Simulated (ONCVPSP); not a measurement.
# Building the ONCV potential for cadmium (Cd) (PBE, scalar-relativistic).

Input for ONCVPSP 4.0.1:

```
# ATOM AND REFERENCE CONFIGURATION
# atsym  z   nc   nv     iexc    psfile
  Cd 48.00    6    4        4      upf
#
#   n    l    f
    1    0    2.00
    2    0    2.00
    2    1    6.00
    3    0    2.00
    3    1    6.00
    3    2   10.00
    4    0    2.00
    4    1    6.00
    4    2   10.00
    5    0    2.00
#
# PSEUDOPOTENTIAL AND OPTIMIZATION
# lmax
    2
#
#   l,   rc,      ep,       ncon, nbas, qcut
    0    1.25    0.00    5    8    7.60
    1    1.45    0.00    5    9   10.80
    2    1.40    0.00    5    9    9.00
#
# LOCAL POTENTIAL
# lloc, lpopt,  rc(5),   dvloc0
    4    5    0.80    0.00
#
# VANDERBILT-KLEINMAN-BYLANDER PROJECTORs
# l, nproj, debl
    0    2    3.60
    1    2    3.00
    2    1    1.50
#
# MODEL CORE CHARGE
# icmod, fcfact, rcfact
    0    0.00    0.00
#
# LOG DERIVATIVE ANALYSIS
# epsh1, epsh2, depsh
   -5.00    5.00    0.04
#
# OUTPUT GRID
# rlmax, drl
    6.00    0.01
#
# TEST CONFIGURATIONS
# ncnf
    4
# nvcnf
#   n    l    f
    4
    4    0    2.00
    4    1    6.00
    4    2   10.00
    5    0    1.00
#
    4
    4    0    2.00
    4    1    6.00
    4    2   10.00
    5    0    0.00
#
    4
    4    0    2.00
    4    1    6.00
    4    2    9.00
    5    0    0.00
#
    4
    4    0    2.00
    4    1    6.00
    4    2   10.00
    5    0    1.50
#
```

Command:

```bash
oncvpsp.x < Cd.dat > Cd.out
```

The program printed (shortened: citation, most of the input echo, consistency checks and plot data are left out):

```
ONCVPSP  (Optimized Norm-Conservinng Vanderbilt PSeudopotential)
scalar-relativistic version 4.0.1

#   n    l    f        energy (Ha)
    1    0    2.00    -9.7480415E+02
    2    0    2.00    -1.4472074E+02
    2    1    6.00    -1.2985396E+02
    3    0    2.00    -2.6972884E+01
    3    1    6.00    -2.2096279E+01
    3    2   10.00    -1.4465898E+01
    4    0    2.00    -3.8924178E+00
    4    1    6.00    -2.4610094E+00
    4    2   10.00    -4.3118281E-01
    5    0    2.00    -2.0799133E-01

Reference configufation results
  iterations    25
  all-electron total energy (Ha)   -5.59465379D+03

Begin loop to  construct optimized pseudo wave functions
and semi-local pseudopoentials for all angular momenta

Calculating optimized projector #   1

 for l=   0

    Fraction of norm inside rc  0.891354
    Optimizing pswf for qcut=   7.60 a_B^-1,  ecut=  28.86 Ha
    Residual kinetic energy error=  6.28D-03 Ha

    Energy error per electron        Cutoff
         Ha          eV             Ha
         0.01000     0.27211       26.95
         0.00100     0.02721       85.39
         0.00010     0.00272      106.97
         0.00001     0.00027      120.04

Calculating optimized projector #   2

 for l=   0

    Fraction of norm inside rc  0.035749
    Optimizing pswf for qcut=   7.60 a_B^-1,  ecut=  28.86 Ha
    Residual kinetic energy error=  1.20D-03 Ha

    Energy error per electron        Cutoff
         Ha          eV             Ha
         0.01000     0.27211       20.73
         0.00100     0.02721       29.69
         0.00010     0.00272       62.86
         0.00001     0.00027      109.44

   Wellstate for l =  1  n =  6
     eigenvalue =   0.5390
     asymptotic potential =   1.0390
     half-point radius =  6.1422

Calculating optimized projector #   1

 for l=   1

    Fraction of norm inside rc  0.911396
    Optimizing pswf for qcut=  10.80 a_B^-1,  ecut=  58.27 Ha
    Residual kinetic energy error=  1.37D-06 Ha

    Energy error per electron        Cutoff
         Ha          eV             Ha
         0.01000     0.27211       25.89
         0.00100     0.02721       39.14
         0.00010     0.00272       46.97
         0.00001     0.00027       53.00

Calculating optimized projector #   2

 for l=   1

    Fraction of norm inside rc  0.029221
    Optimizing pswf for qcut=  10.80 a_B^-1,  ecut=  58.27 Ha
    Residual kinetic energy error=  2.98D-07 Ha

    Energy error per electron        Cutoff
         Ha          eV             Ha
         0.01000     0.27211       11.55
         0.00100     0.02721       27.43
         0.00010     0.00272       40.90
         0.00001     0.00027       49.10

Calculating optimized projector #   1

 for l=   2

    Fraction of norm inside rc  0.655273
    Optimizing pswf for qcut=   9.01 a_B^-1,  ecut=  40.55 Ha
    Residual kinetic energy error=  9.68D-05 Ha

    Energy error per electron        Cutoff
         Ha          eV             Ha
         0.01000     0.27211       27.60
         0.00100     0.02721       34.42
         0.00010     0.00272       40.47
         0.00001     0.00027      116.94

Construct Vanderbilt / Kleinmman-Bylander projectors

B matrix Hermiticity error, ll=   0
   1   2    5.0618E-04

  Orthonormal projector coefficients  2.7246E+01  4.4075E+00

B matrix Hermiticity error, ll=   1
   1   2   -2.9388E-04

  Orthonormal projector coefficients  1.6970E+01  2.2175E+00

Pseudoatom total energy -167.417444

Diagnostic tests using Vanderbilt-Kleinman-Bylander pseudopotentials
  1 or more projectors used as specified by nproj input data

   l    rcore       rmatch      e in        delta e   norm test  slope test

   0   1.2571267   1.2952958  -3.8924178  -0.0000082   1.0002216   1.0002225
   0   1.2571267   1.2952958  -0.2079913   0.0000093   1.0000798   1.0000721

   1   1.4512111   1.4952730  -2.4610094  -0.0000006   1.0001915   1.0001978
   1   1.4512111   1.4952730   0.5389906   0.0000418   1.0003752   1.0003752

   2   1.4000473   1.4425558  -0.4311828  -0.0000051   0.9999990   1.0000137

 Testing for bound ghosts
   n   l    E NL Schr. Eq   E Basis Diag.   E Cutoff

   1   0       -3.892426       -3.892421    166.87
   2   0       -0.207982       -0.030153    166.87

   2   1       -2.461010       -2.461005    188.36

   3   2       -0.431188       -0.427976    175.76

 Testing for highly-localized positive-energy ghosts
       l    <radius>/rc     E Basis Diag.   E Cutoff

       0        0.364512        4.944657    166.87  WARNING - GHOST(+)

Test configuration 0

   n   l     f        eae           eps        diff
   1   0  2.0000 -974.80415051
   2   0  2.0000 -144.72073712
   2   1  6.0000 -129.85395751
   3   0  2.0000  -26.97288408
   3   1  6.0000  -22.09627933
   3   2 10.0000  -14.46589821
   4   0  2.0000   -3.89241777   -3.89242596   -8.18D-06
   4   1  6.0000   -2.46100938   -2.46100999   -6.10D-07
   4   2 10.0000   -0.43118281   -0.43118790   -5.09D-06
   5   0  2.0000   -0.20799133   -0.20798198    9.35D-06

    Total energies and differences
      AE_ref= -5.59465379D+03  AE_tst= -5.59465379D+03  dif=  0.00D+00
      PS_ref= -1.67417444D+02  PS_tst= -1.67417444D+02  dif= -3.41D-13
      PSP excitation error=  3.41D-13

Test configuration 1

   n   l     f        eae           eps        diff
   1   0  2.0000 -975.12921192
   2   0  2.0000 -145.04234602
   2   1  6.0000 -130.17575104
   3   0  2.0000  -27.29540877
   3   1  6.0000  -22.41879549
   3   2 10.0000  -14.78814194
   4   0  2.0000   -4.21716031   -4.21732764   -1.67D-04
   4   1  6.0000   -2.78634523   -2.78641157   -6.63D-05
   4   2 10.0000   -0.75373988   -0.75374414   -4.25D-06
   5   0  1.0000   -0.47988107   -0.47987594    5.13D-06

    Total energies and differences
      AE_ref= -5.59465379D+03  AE_tst= -5.59431303D+03  dif=  3.41D-01
      PS_ref= -1.67417444D+02  PS_tst= -1.67076626D+02  dif=  3.41D-01
      PSP excitation error= -5.43D-05

Test configuration 2

   n   l     f        eae           eps        diff
   1   0  2.0000 -975.50170953
   2   0  2.0000 -145.40966469
   2   1  6.0000 -130.54335276
   3   0  2.0000  -27.66369488
   3   1  6.0000  -22.78706887
   3   2 10.0000  -15.15605816
   4   0  2.0000   -4.58725149   -4.58766947   -4.18D-04
   4   1  6.0000   -3.15675576   -3.15693416   -1.78D-04
   4   2 10.0000   -1.11878103   -1.11879233   -1.13D-05

    Total energies and differences
      AE_ref= -5.59465379D+03  AE_tst= -5.59368366D+03  dif=  9.70D-01
      PS_ref= -1.67417444D+02  PS_tst= -1.66447143D+02  dif=  9.70D-01
      PSP excitation error= -1.68D-04

Test configuration 3

   n   l     f        eae           eps        diff
   1   0  2.0000 -976.13628752
   2   0  2.0000 -146.04998470
   2   1  6.0000 -131.18339151
   3   0  2.0000  -28.29800250
   3   1  6.0000  -23.42139061
   3   2 10.0000  -15.79142292
   4   0  2.0000   -5.19779048   -5.19762029    1.70D-04
   4   1  6.0000   -3.75834972   -3.75817104    1.79D-04
   4   2  9.0000   -1.68395636   -1.68368505    2.71D-04

    Total energies and differences
      AE_ref= -5.59465379D+03  AE_tst= -5.59228686D+03  dif=  2.37D+00
      PS_ref= -1.67417444D+02  PS_tst= -1.65050264D+02  dif=  2.37D+00
      PSP excitation error= -2.46D-04

Test configuration 4

   n   l     f        eae           eps        diff
   1   0  2.0000 -974.95998075
   2   0  2.0000 -144.87506782
   2   1  6.0000 -130.00836775
   3   0  2.0000  -27.12765159
   3   1  6.0000  -22.25104312
   3   2 10.0000  -14.62053875
   4   0  2.0000   -4.04829057   -4.04836683   -7.63D-05
   4   1  6.0000   -2.61719060   -2.61721853   -2.79D-05
   4   2 10.0000   -0.58627949   -0.58628354   -4.06D-06
   5   0  1.5000   -0.33928032   -0.33927118    9.13D-06

    Total energies and differences
      AE_ref= -5.59465379D+03  AE_tst= -5.59451743D+03  dif=  1.36D-01
      PS_ref= -1.67417444D+02  PS_tst= -1.67281060D+02  dif=  1.36D-01
      PSP excitation error= -2.13D-05
```

The run took about 3 s on one core of a shared server CPU.
